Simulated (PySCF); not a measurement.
Atom-mapped SMILES (the numbers label the heavy atoms): `[CH:1]#[C:2][C:3]#[C:4]/[CH:5]=[CH:6]\[C:7]([F:8])([F:9])[F:10]`. Hydrogens are named by the atom that carries them.

Computed data (PySCF 2.14.0 with density-fitted response routines): PBE0/pcSseg-1 with gauge-including orbitals, GFN2-xTB structure. One computed conformer, rapidly exchanging positions averaged, isolated molecule, non-relativistic.

Question: Predict the 2D correlation tables (HSQC, COSY, HMBC).

Answer: 

HSQC (one-bond C–H):
| δH | δC |
| --- | --- |
| 6.58 (H(C6)) | 145.9 (C6) |
| 6.25 (H(C5)) | 127.8 (C5) |
| 2.45 (H(C1)) | 89.5 (C1) |

COSY cross peaks (H two or three bonds apart, from the bond graph; peaks can be absent where the dihedral angle is near 90°):
| δH | δH |
| --- | --- |
| 6.58 (H(C6)) | 6.25 (H(C5)) |

HMBC (two and three bonds, from the bond graph):
| δH | δC |
| --- | --- |
| 6.58 (H(C6)) | 132.0 (C7), 127.8 (C5), 70.8 (C4) |
| 6.25 (H(C5)) | 145.9 (C6), 132.0 (C7), 102.3 (C3), 70.8 (C4) |
| 2.45 (H(C1)) | 102.3 (C3), 72.7 (C2) |

Chemical shifts δ = σref − σ; 1H (σ = 31.72 ppm) and 13C (σ = 186.93 ppm) against TMS, all at this level.

Shifts are as computed. Against solution values, carbons near 30 ppm lie about +3 ppm off and those near 130 ppm about +5 ppm. Of 1211 compounds with measured shifts, 218 miss one by over three times the rms of a fit or turn the order of signals round; such compounds aren't used in these exercises.
